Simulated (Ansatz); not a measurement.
Species: LuH, charge 0, multiplicity 1. SMILES: [LuH]
Coordinates optimised at B3LYP-D3(BJ)/def2-TZVP (Ansatz, a first-principles code):
```
Lu
H 1 1.9042
```

Q: Give the harmonic wavenumbers at B3LYP-D3(BJ)/def2-TZVP (Ansatz, finite differences of forces, unscaled).

A: 1512 cm⁻¹. Zero-point energy 2.2 kcal/mol.

Q: From these and the geometry, give the ideal-gas thermochemistry at 298.15 K and 1 atm (rigid rotor, harmonic oscillator).

A: Point group C∞v, rotational symmetry number 1. Rotational constants 139.1, 139.1 GHz. S(trans) 41.40, S(rot) 9.54, S(vib) 0.01, S(elec, spin only) 0.00, S 51.0 cal/(mol K). H(298) - H(0) 2.08 kcal/mol; G - E(el) -11.0 kcal/mol.
